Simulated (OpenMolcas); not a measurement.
## Levels of S⁺ by method

* Program: OpenMolcas 26.06
* Basis: ANO-R2 [5s4p3d1f]
* Scalar Hamiltonian: X2C, finite nucleus
* Active space: 5 electrons in 8 orbitals (3s 3p 4s 4p)
* State averaging: 2S+1 = 4 odd, 1 root; 2S+1 = 2 odd, 9 roots; 2S+1 = 4 even, 3 roots; 2S+1 = 2 even, 9 roots
* Spin-orbit coupling: state interaction with AMFI integrals over the reference wave functions, term energies averaged over their components

Methods on the same reference wave functions:
A. CASSCF
B. SS-CASPT2, IPEA 0.25 Eh, imaginary shift 0.1 Eh (closed shells correlated: 2s 2p)

Energies in cm-1 above 3s2 3p3 4S* 3/2, the measured ground level; measured values from NIST Handbook of Basic Atomic Spectroscopic Data.

```tsv
Level	A	B	Measured
3s2 3p3 4S* 3/2	0.0	0.0	0.0
3s2 3p3 2D* 3/2	18974	16060	14853
3s2 3p3 2D* 5/2	19018	16090	14885
3s2 3p3 2P* 1/2	25669	25790	24525
3s2 3p3 2P* 3/2	25708	25820	24572
3s 3p4 4P 5/2	85700	82560	79395
3s 3p4 4P 3/2	86013	82880	79757
3s 3p4 4P 1/2	86197	83060	79963
```

Deviations, from unrounded energies. A percentage is the sum of absolute deviations over the sum of measured energies, with the sign that they share, or ± where signs differ.

| Against measurement | Levels | A | B |
| --- | --- | --- | --- |
| mean absolute deviation (cm-1) | 7 | 4200 | 2000 |
| other terms of the ground configuration (%) | 4 | +13.4 | +6.2 |
| other configurations (%) | 3 | +7.9 | +3.9 |

B lies closest to measurement on these levels. The largest miss of B in the table is 3s 3p4 4P 5/2, by +3200 cm-1. The ranking rests on the paired levels alone, and a cruder setting can come out closer through cancelling errors.

From A to B the spin-free energies of the other terms of 3s2 3p3 shown, above 4S*, scale by factors of 0.85 to 1.00.

The lowest spin-free term lies below A's lowest term by 0.282 hartree in B.

Term energies are means over components that CASPT2 splits; among the terms shown or strongly mixed into the levels shown the widest spread is 110 cm-1 (3s2 3p3 2D*, B). Over all roots computed the reference weight is 0.84 to 0.96 in B; the roots of lowest weight are the least certain, and an intruder state may touch them. The run also gave levels led by 3s2 3p2 4p, which use shells meant for correlation; these and all levels above them are left out. Terms of s pⁿ other than that of highest spin mix with s² pⁿ⁻² d, which this space lacks; all of them can be thousands of cm-1 off, and some have no real level of that name. Without dynamic correlation excited terms often stand tens of per cent too high (terms of higher spin than the ground term too low), and those without a measured partner can miss by more than the paired ones (holds for A). Measured partners are found by configuration, term and J. A level has none where our copy of the source lacks it or the pairing is in doubt (some pairs that miss far off the trend of their configuration count as doubtful), and it then counts in no deviation. Only configurations of the active space appear. The table leaves out levels that lie high or whose names do not pair safely across all columns.

* marks odd parity.
